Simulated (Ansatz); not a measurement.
Cl9GeHSi3 (`Cl[Si](Cl)(Cl)[GeH]([Si](Cl)(Cl)Cl)[Si](Cl)(Cl)Cl`), 14 atoms. Charge 0, multiplicity 1. Correlated methods include outer-core shells of Ge, which these sets cover unevenly. Scalar relativity is left out up to krypton. Hardware: A = 11 threads of an AMD EPYC 7R13 on a shared host and a whole NVIDIA H100 80 GB; B = 11 threads of an AMD EPYC 7R13 on a shared host. Correlated methods freeze the cores.

Problem. Give the basis size and wall time and peak host memory of each of these runs in Ansatz. RKS PBE0-D4/def2-TZVP relaxation (5 steps) [A]; RHF-CCSD(T)/def2-SVP energy [A]; RKS ωB97M-V/def2-SVP energy [B]; RKS PBE0-D4/def2-QZVPP energy [A]; RKS SPW92 (LDA)/def2-TZVPP energy [A]; RKS B3LYP-D4/def2-TZVPP energy and forces [A]; RKS ωB97X-V/def2-TZVPP energy [A]; direct RPA on PBE orbitals/def2-TZVPP energy [A]; RKS PBE0-D4/def2-TZVP frequencies [A]; RKS PBE0-D4/def2-SVP energy [B]; RKS ωB97M-V/def2-QZVPP energy [A]; RKS B2PLYP (frozen core)/def2-TZVPP energy [A]. (An estimate is asked.)

Solution. The calculation gave: Other jobs shared the machine, so times are rough.

```
                                level                       job  functions  wall time  peak host memory (GiB)
           RKS SPW92 (LDA)/def2-TZVPP                energy [A]        566      4.8 s                     1.2
direct RPA on PBE orbitals/def2-TZVPP                energy [A]        566      4.9 s                       3
                 RKS PBE0-D4/def2-SVP                energy [B]        253        5 s                     1.6
                 RHF-CCSD(T)/def2-SVP                energy [A]        253        6 s                     1.6
  RKS B2PLYP (frozen core)/def2-TZVPP                energy [A]        566      6.5 s                       3
               RKS PBE0-D4/def2-QZVPP                energy [A]        959      6.5 s                     1.7
              RKS B3LYP-D4/def2-TZVPP     energy and forces [A]        566        8 s                     2.1
               RKS ωB97M-V/def2-QZVPP                energy [A]        959        9 s                     1.9
               RKS ωB97X-V/def2-TZVPP                energy [A]        566       11 s                     1.6
                 RKS ωB97M-V/def2-SVP                energy [B]        253       14 s                     2.1
                RKS PBE0-D4/def2-TZVP  relaxation (5 steps) [A]        498       19 s                       2
                RKS PBE0-D4/def2-TZVP           frequencies [A]        498    2.6 min                       2
```

B3LYP here is the variant with VWN-RPA as its local correlation; programs differ in this.
